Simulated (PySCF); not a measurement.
Some computed properties have been withheld. Give your best values.

Compound: C7H11NO.
Geometry (GFN2-xTB, Å), atoms numbered from 1 in this order:
```xyz
20
C7H11NO angstrom
C      0.3808   -1.3399    1.9378
C      0.0475   -0.5715    0.8962
C     -1.3529   -0.2752    0.6064
C     -1.8619    0.2780   -0.4917
C     -3.3157    0.5402   -0.6923
N      0.9910    0.0043    0.0328
C      2.3424   -0.1734    0.0033
C      3.0031    0.6739   -1.0695
O      2.9606   -0.9122    0.7333
H      1.4018   -1.5789    2.1640
H     -0.3836   -1.7578    2.5680
H     -2.0310   -0.5714    1.3956
H     -1.2376    0.5654   -1.3297
H     -3.6784    0.0064   -1.5706
H     -3.8934    0.2270    0.1733
H     -3.4858    1.6036   -0.8627
H      0.6073    0.6535   -0.6375
H      2.6071    0.4198   -2.0507
H      2.8207    1.7296   -0.8781
H      4.0729    0.4893   -1.0581
```

```tsv
property	level	value
point group of the GFN2-xTB geometry	GFN2-xTB	C1
rotational constants A, B, C of the GFN2-xTB geometry	GFN2-xTB	?
dipole moment	PBE0/pcSseg-1	4.26 D
HOMO energy	PBE0/pcSseg-1	?
LUMO energy	PBE0/pcSseg-1	?
13C chemical shifts (computed TMS as zero) by class	GIAO PBE0/pcSseg-1	168.8 (C7), 142.7 (C2), 137.9 (C3), 125.6 (C4), 109.3 (C1), 26.4 (C8), 22.4 (C5) ppm
1H chemical shifts (computed TMS as zero) by class	GIAO PBE0/pcSseg-1	?
isotropic shieldings of nuclei other than C and H, by class	GIAO PBE0/pcSseg-1	116 (N6), -127 (O9) ppm
```

Electronic properties: PySCF, gas phase, density fitting. NMR classes are plain means over equivalent atoms (diastereotopic ones count apart unless rotation or inversion swaps them), as if these changed places fast; in this geometry the members of some classes differ.

Task: The LUMO energy?

Result: -0.74 eV.

Task: The rotational constants A, B, C of the GFN2-xTB geometry?

Result: 3.091, 0.847, 0.673 GHz.

Task: What is the HOMO energy?

Result: -6.34 eV.

Task: Give the 1H chemical shifts (computed TMS as zero) by class.

Result: 6.87 (H10), 6.24 (H17), 6.08 (H12), 5.54 (H13), 4.89 (H11), 2.02 (H18/H19/H20), 1.98 (H14/H15/H16) ppm.

The rotational constants make it an asymmetric top with κ = (2B − A − C)/(A − C) = -0.86, nearer the prolate limit (−1). With B = h/(8π²I), that is 505.379 GHz u Å² over I, the principal moments of inertia are 163.5, 596.8 and 751.3 u Å² (most abundant isotopes). In atomic units the dipole is 1.68 e·bohr (1 au = 2.5417 D).

One conformer stands for the species.
